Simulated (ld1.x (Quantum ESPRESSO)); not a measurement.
## Sm (Z = 62) TM semilocal: all-electron and pseudo phase curves

* Element: samarium
* Generator: ld1.x (Quantum ESPRESSO) 7.5
* Type: norm-conserving Troullier–Martins (semilocal form)
* Functional: revPBE
* Relativity: scalar-relativistic
* Frozen core: [Kr] 4d10 4f5
* Valence charge: 11
* Reference configuration: 5s2 5p6 5d1 6s2 6p0
* Partial waves: 5s (bound): rc 1.60 bohr; 5d (bound): rc 2.60 bohr; 5p (bound): rc 2.15 bohr
* Local potential: the p channel
* Core correction: a·sin(br)/r model core inside 0.75 bohr

Occupied shells without a wave of their own: 6s. They enter only through the test configuration that unscreens the potential, and ld1.x also counts them in the model core charge.

The phase is arctan(r·u′/u) with u = r·R(r), unwrapped; energies in Ry, scanned from -5 to 5 Ry. A pole is an energy at which the radial function vanishes at the test radius. The pseudo phase is shifted by a multiple of π to meet the all-electron one at the reference energy, and phase errors are pseudo minus all-electron; the curves can meet again beyond the range given. Levels narrower than the energy grid can be missing from the lists of poles.

Question: For each channel, where are the poles, and over which energies does the pseudopotential scatter like the atom?

Answer:

| channel | radius (bohr) | reference energy (Ry) | poles, all-electron | poles, pseudo | unbroken range about the reference energy with phases within 0.05 rad | phase error 1 Ry above the reference energy (rad) |
| --- | --- | --- | --- | --- | --- | --- |
| s | 2.83 | -3.43 | -3.35, 3.07 | -3.35, 2.77 | below -0.2 | -0.001 |
| p | 2.83 | -1.91 | -1.69, 4.47 | -1.69, 3.79 | below 0.4 | -0.004 |
| d | 2.83 | -0.20 | 0.70 | 0.69 | below 2.7 | -0.002 |

ld1.x takes every shell without a wave as core, so the model core holds the 6s electrons as well and exchange and correlation see them twice. This cancels in the reference configuration, but the file is broken for other ones, and its errors say nothing about a proper core correction.

Phases in the d channel:

```
E (Ry)  all-electron  pseudo
 -5.00         1.408   1.408
 -4.48         1.398   1.398
 -3.96         1.386   1.386
 -3.44         1.370   1.370
 -2.92         1.350   1.350
 -2.40         1.322   1.322
 -1.88         1.278   1.278
 -1.36         1.199   1.198
 -0.84         0.993   0.992
 -0.32        -0.152  -0.152
  0.20        -1.350  -1.351
  0.72        -1.577  -1.578
  1.24        -1.684  -1.687
  1.76        -1.776  -1.784
  2.28        -1.903  -1.921
  2.80        -2.170  -2.241
  3.32        -3.051  -3.326
  3.84        -4.098  -4.212
  4.36        -4.414  -4.463
  4.88        -4.540  -4.571
```
